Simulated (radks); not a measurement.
Results of a calculation; reference values are marked as such.
Isoelectronic series with 7 electrons, all held in the configuration [He] 2s2 2p3, which need not be the ground one along the series. Level of theory: Dirac Kohn-Sham, LDA (Slater exchange, Perdew-Wang correlation), spin-unpolarised, spherical densities, finite nucleus; open shells fill j = l - 1/2 first; Fermi nuclear charge, rms radius of each element as measured or else 0.836 A^(1/3) + 0.57 fm (a radial shooting solver on a logarithmic mesh with Libxc functionals). Total energies (hartree) and orbital eigenvalues (Ry):

ion    E (hartree)      2p3/2      2p1/2      2s1/2
N        -54.05528   -0.53124   -0.53266   -1.35355
P8+     -304.75562  -25.05877  -25.14589  -28.13353
V16+    -767.08376  -81.76518  -82.38952  -87.60582
Ag40+  -3488.39310  -445.5480  -459.8854  -472.5447
Cs48+   -4877.2833  -632.2585  -660.7547  -676.3231
Eu56+   -6535.7752  -852.3608  -904.2690  -923.0692

Estimate the row of Ga24+.

Answer. E (hartree) -1446.09382; 2p3/2 -170.6148; 2p1/2 -172.9541; 2s1/2 -180.4940.
